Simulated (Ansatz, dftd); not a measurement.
Reaction: GeH3 (SMILES [GeH3], doublet) → GeH3- (SMILES [GeH3-]) (an electron is taken up)
Each species at its own B3LYP-D3(BJ)/def2-TZVP minimum (Ansatz, a quantum-chemistry and plane-wave program).

Property: adiabatic electron affinity (electronic), positive where energy is released, in eV. Open shells are spin-unrestricted; no spin-orbit coupling. Cores are frozen in correlated methods (noble-gas shells, and filled d and f shells in the p block). No relativity. CBS(X,Y): correlation extrapolated as X^-3, Hartree-Fock from the larger set. A bracket is a step between two methods taken in the basis named. def2-TZVPD holds few diffuse functions, which lowers the functionals' binding of the extra electron.

```
level                                                                                                             program  adiabatic electron affinity (eV)  difference against the last row
---------------------------------------------------------------------------------------------------------  --------------  --------------------------------  -------------------------------
HF/aug-cc-pVQZ                                                                                                     Ansatz                              0.39                            -1.13
PBE-D4/def2-TZVPD                                                                                          Ansatz + dftd4                              1.53                             0.01
r2SCAN-D4/def2-TZVPD                                                                                       Ansatz + dftd4                              1.41                            -0.11
PBE0-D3(BJ)/def2-TZVPD                                                                                     Ansatz + dftd3                              1.40                            -0.12
PBE0/def2-TZVPD                                                                                                    Ansatz                              1.40                            -0.12
wB97X-V/def2-TZVPD                                                                                                 Ansatz                              1.43                            -0.09
CCSD/aug-cc-pVQZ                                                                                                   Ansatz                              1.41                            -0.11
CCSDT(Q)/aug-cc-pVDZ                                                                                               Ansatz                              1.39                            -0.13
CCSDT(Q)/aug-cc-pVTZ                                                                                               Ansatz                              1.48                            -0.04
CCSD(T)/CBS(aug-cc-pVTZ,aug-cc-pVQZ) + [CCSDT(Q) - CCSD(T)]/aug-cc-pVTZ                                            Ansatz                              1.52                             0.00
CCSD(T)/CBS(aug-cc-pVTZ,aug-cc-pVQZ) + [CCSDT(Q) - CCSD(T)]/aug-cc-pVTZ + [CCSDTQ - CCSDT(Q)]/aug-cc-pVDZ          Ansatz                              1.52                             0.00
```
